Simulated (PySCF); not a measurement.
PySCF job for CHNO, SMILES N=C=O, IEF-PCM-ωB97X/def2-SVP. Geometry: ωB97X-D3(BJ)/def2-TZVP.

```python
import numpy as np
from pyscf import gto, scf, dft
from pyscf.solvent import pcm

mol = gto.M(
    atom='''
    N    -0.12284546   -1.15834991    0.00000000
    C     0.01637322    0.04488517    0.00000000
    O     0.01593000    1.20740262    0.00000000
    H     0.63423886   -1.82008261    0.00000000
    ''',
    basis='def2-SVP',
    charge=0,
    spin=0,
    max_memory=1600,
    verbose=3,
)
mf = dft.RKS(mol, xc='wb97x').density_fit(auxbasis='def2-universal-jkfit')
mf.grids.level = 3
mf.conv_tol = 1e-9
mf.max_cycle = 100
mf.kernel()
res = {}
for name, eps in {'water': 78.355, 'ethanol': 24.852, 'methanol': 32.613}.items():
    s = mf.PCM()
    s.with_solvent.method, s.with_solvent.eps, s.with_solvent.lebedev_order = 'IEF-PCM', eps, 29
    s.kernel(mf.make_rdm1())
    res[name] = (s.e_tot, eps, s.dip_moment(), s.mo_energy, s.converged)
    print(f'{name}: electrostatic solvation free energy {(s.e_tot - mf.e_tot) * 627.509474:.3f} kcal/mol')
```

Output:

```
converged SCF energy = -168.5088444273

WARN: PCM is an experimental feature. It is still in testing.
Features and APIs may be changed in the future.

converged SCF energy = -168.516285709458
Dipole moment(X, Y, Z, Debye):  1.70252, -1.99005,  0.00000
water: electrostatic solvation free energy -4.669 kcal/mol

WARN: PCM is an experimental feature. It is still in testing.
Features and APIs may be changed in the future.

converged SCF energy = -168.515955314181
Dipole moment(X, Y, Z, Debye):  1.69185, -1.97496,  0.00000
ethanol: electrostatic solvation free energy -4.462 kcal/mol

WARN: PCM is an experimental feature. It is still in testing.
Features and APIs may be changed in the future.

converged SCF energy = -168.516069162548
Dipole moment(X, Y, Z, Debye):  1.69552, -1.98018,  0.00000
methanol: electrostatic solvation free energy -4.534 kcal/mol
```

Self-consistency was reached.

Cost: around 11 core-seconds (rough).
